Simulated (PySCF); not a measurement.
Parent: `[CH3:1][S:2][GeH3:3]`, CH6GeS.

The calculation used PBE0-D3(BJ)/def2-SVP geometry optimisation, gas phase (PySCF). One conformer each, not checked by frequencies here.

| coordinate of the parent | value |
| --- | --- |
| C1–S2 | 1.820 Å |
| S2–Ge3 | 2.220 Å |
| C1–S2–Ge3 | 99.5° |

Question: How does the shared frame change in `[CH3:1][O:2][GeH2:3][S:4][CH3:5]` with C1–O2–Ge3–S4 -59°, O2–Ge3–S4–C5 -60°, C2H8GeOS? Atoms pair as C1 = C5, S2 = S4, Ge3 = Ge3 (parent first).

Answer: 
```csv
parent,relative,value in the relative,change
C1–S2,C5–S4,1.823 Å,+0.003
S2–Ge3,S4–Ge3,2.213 Å,-0.007
C1–S2–Ge3,C5–S4–Ge3,98.8°,-0.7
```

Of the parent's bonds, S2–Ge3 changes most (-0.007 Å). Bonds of the relative outside the shared frame: C1–O2 1.402, O2–Ge3 1.781 Å. Point group Cs → C1.

Question: How does the shared frame change in `[CH3:1][S:2][GeH2:3][c:4]1[cH:5][cH:6][cH:7][cH:8][cH:9]1` with C1–S2–Ge3–C4 -59°, S2–Ge3–C4–C5 149°, C7H10GeS? Atoms pair as C1 = C1, S2 = S2, Ge3 = Ge3 (parent first).

Answer: 
| parent | relative | value in the relative | change |
| --- | --- | --- | --- |
| C1–S2 | C1–S2 | 1.821 Å | +0.001 |
| S2–Ge3 | S2–Ge3 | 2.222 Å | +0.002 |
| C1–S2–Ge3 | C1–S2–Ge3 | 99.5° | 0.0 |

No shared bond changes by more than 0.004 Å. Bonds of the relative outside the shared frame: Ge3–C4 1.948, C4–C5 1.400, C5–C6 1.395, C6–C7 1.394, C7–C8 1.395, C8–C9 1.394, C4–C9 1.401 Å. Point group Cs → C1.
